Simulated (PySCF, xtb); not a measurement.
sulfur difluoride (F₂S), SMILES FSF.

GFN2-xTB run with xtb at its own geometry gives an orbital gap of 2.49 eV and a dipole moment of 1.78 D.

The structure is a stationary point at ωB97X-D3(BJ)/def2-TZVP.

Question: What does B3LYP/def2-TZVPD (PySCF) give? (An estimate is asked for; the answer gives what the named calculation found.)

Answer: gap 4.91 eV (levels -7.08 and -2.17 eV), dipole 1.03 D.
